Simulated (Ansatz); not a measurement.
Born–Oppenheimer molecular dynamics of H$_{8}$OSi$_{3}$ (12 atoms, charge 0, multiplicity 1). It starts from a relaxed structure.

Theory: Ansatz 0.2.0, RHF/6-31G.

```yaml
ensemble: NVE (velocity Verlet)
time_step: 0.5 fs
steps_asked: 500
starting_velocities_drawn_for: 300 K
seed: 444372
```

First frame:

```xyz
12
Properties=species:S:1:pos:R:3
Si -0.015 -0.003 -0.004
O 0.085 -0.133 1.711
H -0.610 -0.224 2.345
H 1.396 0.117 -0.461
Si -1.202 1.966 -0.621
H -2.614 1.895 -0.134
H -0.555 3.183 -0.050
H -1.225 2.078 -2.111
Si -0.973 -1.976 -0.931
H -2.368 -2.161 -0.425
H -1.028 -1.843 -2.419
H -0.167 -3.181 -0.578
```

(1) How far do the bonds stretch over the last three quarters of this one trajectory? (Pairs bonded in most of those frames.)

Answers

(1) 
| bond | mean (Å) | spread (Å) | shortest | longest |
| --- | --- | --- | --- | --- |
| Si1–O2 | 1.724 | 0.026 | 1.68 | 1.78 |
| Si1–H4 | 1.495 | 0.055 | 1.41 | 1.57 |
| Si1–Si5 | 2.390 | 0.012 | 2.36 | 2.42 |
| Si1–Si9 | 2.380 | 0.020 | 2.35 | 2.42 |
| O2–H3 | 0.950 | 0.032 | 0.90 | 1.00 |
| Si5–H6 | 1.498 | 0.030 | 1.45 | 1.54 |
| Si5–H7 | 1.493 | 0.012 | 1.47 | 1.52 |
| Si5–H8 | 1.495 | 0.010 | 1.48 | 1.51 |
| Si9–H10 | 1.501 | 0.046 | 1.43 | 1.57 |
| Si9–H11 | 1.495 | 0.008 | 1.48 | 1.51 |
| Si9–H12 | 1.492 | 0.009 | 1.47 | 1.51 |

Mean temperature of the second half: 144 K. The conserved energy stayed within 0.34 meV per atom of its start (net change 0.064 meV per atom), so the integration is sound. Over the second half the temperature averaged 0.48 of the 300 K drawn at the start: a run that starts near a minimum puts about half its kinetic energy into the potential. A run of 0.25 ps of so small a system gives no equilibrium averages. Limits of this set-up: no polarisation functions.

The run took 8.4 min on 1 thread of Intel(R) Xeon(R) 6975P-C (Granite Rapids) (shared host), peak memory 0.13 GiB.
